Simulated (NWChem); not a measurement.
The numbers come from NWChem runs, not from measurements. System: CH2F, charge -1, spin multiplicity 1, at the geometry of a parent with another charge or spin, in a state set for the comparison that need not be this species' ground state.

Job file:

```
start mol
memory heap 200 mb stack 900 mb global 1100 mb
charge -1
geometry units angstroms nocenter noautoz
  C     -0.642811     0.100152     0.000000
  F      0.680693    -0.053162     0.000000
  H     -1.134687    -0.061226     0.963505
  H     -1.134687    -0.061226    -0.963505
  symmetry group Cs
end
basis spherical
  * library def2-tzvpd
end
dft
  xc xpbe96 cpbe96
  semidirect memsize 60000000 filesize 0
  iterations 100
end
task dft energy
```

The output up to the point where the run's verdict is printed (cleaned and shortened):

```
             Northwest Computational Chemistry Package (NWChem) 7.3.0
             --------------------------------------------------------

                                NWChem Input Module
                                -------------------

 Scaling coordinates for geometry "geometry" by  1.889725989
 (inverse scale =  0.529177249)

 Turning off AUTOSYM since
 SYMMETRY directive was detected!

                             Geometry "geometry" -> ""
                             -------------------------

 Output coordinates in angstroms (scale by  1.889725989 to convert to a.u.)

  No.       Tag          Charge          X              Y              Z
 ---- ---------------- ---------- -------------- -------------- --------------
    1 C                    6.0000    -0.64281100     0.10015200     0.00000000
    2 F                    9.0000     0.68069300    -0.05316200     0.00000000
    3 H                    1.0000    -1.13468700    -0.06122600     0.96350500
    4 H                    1.0000    -1.13468700    -0.06122600    -0.96350500

 Effective nuclear repulsion energy (a.u.)      32.1623640666

            Nuclear Dipole moment (a.u.)
            ----------------------------
        X                 Y               Z
 ---------------- ---------------- ----------------
    -0.0000056692     0.0000037795     0.0000000000

      Symmetry information
      --------------------

 Group name             Cs
 Group number              2
 Group order               2
 No. of unique centers     3

      Symmetry unique atoms

     1    2    3


 Summary of "ao basis" -> "" (spherical)
 ------------------------------------------------------------------------------
       Tag                 Description            Shells   Functions and Types
 ---------------- ------------------------------  ------  ---------------------
 *                         def2-tzvpd                 on all atoms

  pbe96 is a nonlocal functional; adding pw91lda local functional.

                                 NWChem DFT Module
                                 -----------------

 Summary of "ao basis" -> "ao basis" (spherical)
[...]
 d= 0,ls=0.5,diis    52   -138.9567154912 -6.74D-06  4.80D-04  6.22D-05    12.5
 d= 0,ls=0.5,diis    53   -138.9567210638 -5.57D-06  4.51D-04  5.70D-05    12.7
 d= 0,ls=0.5,diis    54   -138.9567263905 -5.33D-06  4.36D-04  4.95D-05    12.9
 d= 0,ls=0.5,diis    55   -138.9567308994 -4.51D-06  4.36D-04  4.56D-05    13.0
 d= 0,ls=0.5,diis    56   -138.9567352081 -4.31D-06  4.12D-04  4.05D-05    13.2
 d= 0,ls=0.5,diis    57   -138.9567389862 -3.78D-06  4.01D-04  3.70D-05    13.5
 d= 0,ls=0.5,diis    58   -138.9567423584 -3.37D-06  3.98D-04  3.43D-05    13.8
 d= 0,ls=0.5,diis    59   -138.9567455446 -3.19D-06  3.88D-04  3.10D-05    14.1
 d= 0,ls=0.5,diis    60   -138.9567483681 -2.82D-06  3.78D-04  2.87D-05    14.3
 d= 0,ls=0.5,diis    61   -138.9567508476 -2.48D-06  3.67D-04  2.71D-05    14.7
 d= 0,ls=0.5,diis    62   -138.9567531109 -2.26D-06  3.54D-04  2.56D-05    14.9
 d= 0,ls=0.5,diis    63   -138.9567551750 -2.06D-06  3.41D-04  2.43D-05    15.2
 d= 0,ls=0.5,diis    64   -138.9567571388 -1.96D-06  3.26D-04  2.24D-05    15.5
 d= 0,ls=0.5,diis    65   -138.9567589364 -1.80D-06  3.13D-04  2.08D-05    15.8
 d= 0,ls=0.5,diis    66   -138.9567607266 -1.79D-06  3.00D-04  1.84D-05    16.0
 d= 0,ls=0.5,diis    67   -138.9567624086 -1.68D-06  2.85D-04  1.60D-05    16.3
 d= 0,ls=0.5,diis    68   -138.9567639030 -1.49D-06  2.72D-04  1.42D-05    16.5
 d= 0,ls=0.5,diis    69   -138.9567652251 -1.32D-06  2.57D-04  1.28D-05    16.6
 d= 0,ls=0.5,diis    70   -138.9567663904 -1.17D-06  2.44D-04  1.17D-05    16.8
 d= 0,ls=0.5,diis    71   -138.9567674628 -1.07D-06  2.34D-04  1.08D-05    17.1
 d= 0,ls=0.5,diis    72   -138.9567683893 -9.26D-07  2.25D-04  1.02D-05    17.4
 d= 0,ls=0.5,diis    73   -138.9567692608 -8.71D-07  2.13D-04  9.45D-06    17.7
 d= 0,ls=0.5,diis    74   -138.9567700779 -8.17D-07  2.06D-04  8.65D-06    18.0
 d= 0,ls=0.5,diis    75   -138.9567708074 -7.29D-07  1.98D-04  8.02D-06    18.4
 d= 0,ls=0.5,diis    76   -138.9567714806 -6.73D-07  1.91D-04  7.39D-06    18.7
 d= 0,ls=0.5,diis    77   -138.9567720810 -6.00D-07  1.83D-04  6.91D-06    19.0
 d= 0,ls=0.5,diis    78   -138.9567726320 -5.51D-07  1.74D-04  6.45D-06    19.3
 d= 0,ls=0.5,diis    79   -138.9567731223 -4.90D-07  1.68D-04  6.12D-06    19.5
 d= 0,ls=0.5,diis    80   -138.9567736212 -4.99D-07  1.60D-04  5.48D-06    19.7
 d= 0,ls=0.5,diis    81   -138.9567740977 -4.76D-07  1.51D-04  4.77D-06    19.9
 d= 0,ls=0.5,diis    82   -138.9567745286 -4.31D-07  1.42D-04  4.19D-06    20.1
 d= 0,ls=0.5,diis    83   -138.9567749366 -4.08D-07  1.34D-04  3.59D-06    20.3
 d= 0,ls=0.5,diis    84   -138.9567752882 -3.52D-07  1.27D-04  3.18D-06    20.5
 d= 0,ls=0.5,diis    85   -138.9567756019 -3.14D-07  1.22D-04  2.84D-06    20.9
 d= 0,ls=0.5,diis    86   -138.9567758826 -2.81D-07  1.16D-04  2.56D-06    21.2
 d= 0,ls=0.5,diis    87   -138.9567761350 -2.52D-07  1.11D-04  2.33D-06    21.5
 d= 0,ls=0.5,diis    88   -138.9567763666 -2.32D-07  1.07D-04  2.10D-06    21.9
 d= 0,ls=0.5,diis    89   -138.9567765752 -2.09D-07  1.04D-04  1.91D-06    22.2
 d= 0,ls=0.5,diis    90   -138.9567767723 -1.97D-07  9.86D-05  1.69D-06    22.3
 d= 0,ls=0.5,diis    91   -138.9567769433 -1.71D-07  9.54D-05  1.56D-06    22.5
 d= 0,ls=0.5,diis    92   -138.9567770983 -1.55D-07  9.26D-05  1.44D-06    22.7
 d= 0,ls=0.5,diis    93   -138.9567772383 -1.40D-07  8.98D-05  1.34D-06    22.9
 d= 0,ls=0.5,diis    94   -138.9567773669 -1.29D-07  8.65D-05  1.24D-06    23.2
 d= 0,ls=0.5,diis    95   -138.9567774863 -1.19D-07  8.30D-05  1.13D-06    23.4
 d= 0,ls=0.5,diis    96   -138.9567775956 -1.09D-07  7.96D-05  1.04D-06    23.6
 d= 0,ls=0.5,diis    97   -138.9567776961 -1.00D-07  7.63D-05  9.52D-07    23.8
 d= 0,ls=0.5,diis    98   -138.9567777904 -9.43D-08  7.26D-05  8.55D-07    24.0
 d= 0,ls=0.5,diis    99   -138.9567778751 -8.47D-08  6.95D-05  7.80D-07    24.2
 d= 0,ls=0.5,diis   100   -138.9567779524 -7.73D-08  6.63D-05  7.09D-07    24.4
```

Convergence was not reached. The next line reads: Calculation failed to converge. NWChem stopped with the message: dft energy failed.
